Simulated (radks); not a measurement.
The numbers below are computed, except where a source is named.
Q: Co III, configuration [Ar] 3d7. Code: a radial shooting solver on a logarithmic mesh with Libxc functionals. Model: Dirac Kohn-Sham, LDA (Slater exchange, Perdew-Wang correlation), spin-unpolarised, spherical densities, point nucleus; open shells are shared between the two j in proportion to 2j + 1; speed of light set to 1370.36 atomic units (10 times the physical value, a model run). Some entries of the table are withheld. Estimate them.

orbital  occ.  eigenvalue (hartree)  <1/r> (bohr^-1)
1s1/2       2             -276.3496            26.48
2s1/2       2             -33.07392            5.696
2p1/2       2             -28.84686              (1)
2p3/2       4             -28.84154              (2)
3s1/2       2              -4.35215            1.802
3p1/2       2              -3.08871            1.678
3p3/2       4              -3.08804            1.677
3d3/2     2.8              -1.01333            1.318
3d5/2     4.2              -1.01326            1.318

A: 
(1) 2p1/2 <1/r> (bohr^-1): 5.660
(2) 2p3/2 <1/r> (bohr^-1): 5.659
